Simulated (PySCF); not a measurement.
**Relaxation of doublet WO₂F**

Level of theory: PySCF, UPBE0, basis W def2-TZVP with ECP60, O def2-TZVP, F def2-TZVP (scalar-relativistic core potentials, no spin–orbit coupling, density fitting). A (50,194) grid was used.

A hand-made trigonal pyramidal start, of Cs symmetry, held to at least that symmetry:

```xyz
4
charge 0 multiplicity 2, angstrom
W    -0.0371    0.0000   -0.1895
O    -0.8185    1.3534    0.6415
O    -0.8185   -1.3534    0.6415
F     1.7376    0.0000    0.7541
```

Task: What does it relax to?

Result: It ends at Cs with W–F 1.867 Å, W–O 1.699 Å (×2); F–W–O 119.6° (×2), O–W–O 110.0° (after a last refinement on a finer grid). A frequency run shows a minimum. Other isomers or separated fragments may lie lower.

Task: How much energy is released, and in how many steps?

Result: 139.7 kJ/mol in 8 steps.

With open d or f shells other occupations or spin states may lie lower. With an element this heavy the missing spin–orbit coupling can shift these numbers.

The relaxation took 16 s on 4 threads of a shared AMD EPYC 9R45 96-Core (Zen 5) host, with 133 basis functions and 9 gradients; the process peaked at 0.77 GiB. Launch command: `OMP_NUM_THREADS=4 python axn.py task.json out`.
